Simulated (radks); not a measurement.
Results of a calculation; reference values are marked as such.
Q: Neutral xenon, [Xe]. Level of theory: non-relativistic Kohn-Sham, exchange-only LDA, spin-polarised, spherical densities, point nucleus (a radial shooting solver on a logarithmic mesh with Libxc functionals). Every spin shell is full or empty, so the densities are truly spherical. Functionals are evaluated on that one density, not self-consistently. Rank these exchange functionals by their error against the exact value of the orbitals, and give that value: LDA, PBE, RPBE, PW91, PW86, OPTX, AM05, B86b, G96, revTPSS, Tao-Mo.

A: Exact: -178.876 hartree. From best to worst, with 100 (|E| - |E exact|)/|E exact| (equal figures are ties): PW91 -0.01, B86b -0.02, PW86 -0.24, RPBE -0.26, G96 +0.35, PBE -0.43, Tao-Mo -0.83, revTPSS -0.94, OPTX +1.29, AM05 -4.41, LDA -4.71.
